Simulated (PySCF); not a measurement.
# 4-bromocumene, C9H11Br

Molfile (atoms numbered from 1):
```
C9H11Br
     RDKit          3D

 21 21  0  0  0  0  0  0  0  0999 V2000
   -2.6369    1.0969   -0.2922 C   0  0  0  0  0  0  0  0  0  0  0  0
   -1.9355   -0.1683   -0.7852 C   0  0  0  0  0  0  0  0  0  0  0  0
   -2.6063   -1.4284   -0.2390 C   0  0  0  0  0  0  0  0  0  0  0  0
   -0.4550   -0.1436   -0.4703 C   0  0  0  0  0  0  0  0  0  0  0  0
    0.4977   -0.1536   -1.4930 C   0  0  0  0  0  0  0  0  0  0  0  0
    1.8641   -0.1307   -1.2185 C   0  0  0  0  0  0  0  0  0  0  0  0
    2.2902   -0.0971    0.1062 C   0  0  0  0  0  0  0  0  0  0  0  0
    4.1374   -0.0655    0.4964 Br  0  0  0  0  0  0  0  0  0  0  0  0
    1.3646   -0.0865    1.1489 C   0  0  0  0  0  0  0  0  0  0  0  0
    0.0053   -0.1098    0.8523 C   0  0  0  0  0  0  0  0  0  0  0  0
   -3.6974    1.0969   -0.5890 H   0  0  0  0  0  0  0  0  0  0  0  0
   -2.1651    2.0017   -0.7035 H   0  0  0  0  0  0  0  0  0  0  0  0
   -2.6002    1.1711    0.8065 H   0  0  0  0  0  0  0  0  0  0  0  0
   -2.0252   -0.1926   -1.8847 H   0  0  0  0  0  0  0  0  0  0  0  0
   -3.6664   -1.4662   -0.5346 H   0  0  0  0  0  0  0  0  0  0  0  0
   -2.5679   -1.4556    0.8617 H   0  0  0  0  0  0  0  0  0  0  0  0
   -2.1128   -2.3380   -0.6126 H   0  0  0  0  0  0  0  0  0  0  0  0
    0.1655   -0.1799   -2.5347 H   0  0  0  0  0  0  0  0  0  0  0  0
    2.5945   -0.1389   -2.0293 H   0  0  0  0  0  0  0  0  0  0  0  0
    1.7079   -0.0601    2.1845 H   0  0  0  0  0  0  0  0  0  0  0  0
   -0.7108   -0.1011    1.6783 H   0  0  0  0  0  0  0  0  0  0  0  0
  1  2  1  0
  2  3  1  0
  2  4  1  0
  4  5  1  0
  5  6  2  0
  6  7  1  0
  7  8  1  0
  7  9  2  0
  9 10  1  0
 10  4  2  0
  1 11  1  0
  1 12  1  0
  1 13  1  0
  2 14  1  0
  3 15  1  0
  3 16  1  0
  3 17  1  0
  5 18  1  0
  6 19  1  0
  9 20  1  0
 10 21  1  0
M  END
```

Computed with quadratic response CAM-B3LYP/def2-SVPD first hyperpolarisability, Taylor convention, gas phase in PySCF 2.14.0. Geometry: PBE0-D3(BJ)/def2-SVP.

The calculation is non-relativistic, which matters for the atoms heavier than Zn.

Problem. What is the first hyperpolarisability, and how does it disperse?

Solution. In au, Taylor convention; the vector part is βᵢ = ⅓ Σⱼ (βᵢⱼⱼ + βⱼᵢⱼ + βⱼⱼᵢ); β∥ is 3/5 of the vector part along the dipole, the dipole points from − to +:
```
                   process  λ (nm)  β vector norm    β∥  β HRS  depolarisation ratio
           static β(0;0,0)       ∞           32.2  19.3   25.1                  1.99
second harmonic β(−2ω;ω,ω)    1907           27.9  16.7   26.1                  1.81
         Pockels β(−ω;ω,0)    1907           30.9  18.5      –                     –
second harmonic β(−2ω;ω,ω)    1064           15.0   8.9   29.4                  1.55
         Pockels β(−ω;ω,0)    1064           27.6  16.5      –                     –
```

Problem. Which lowest excitations, dipole and polarisabilities go with it?

Solution. S1 5.21 eV (f = 0.004); S2 5.68 eV (f = 0.000); S3 5.78 eV (f = 0.202); dipole 2.33 D; isotropic α 128.5 au static, 128.9 au at 1907 nm, 129.9 au at 1064 nm, 130.3 au at 953.5 nm, 134.8 au at 532 nm.
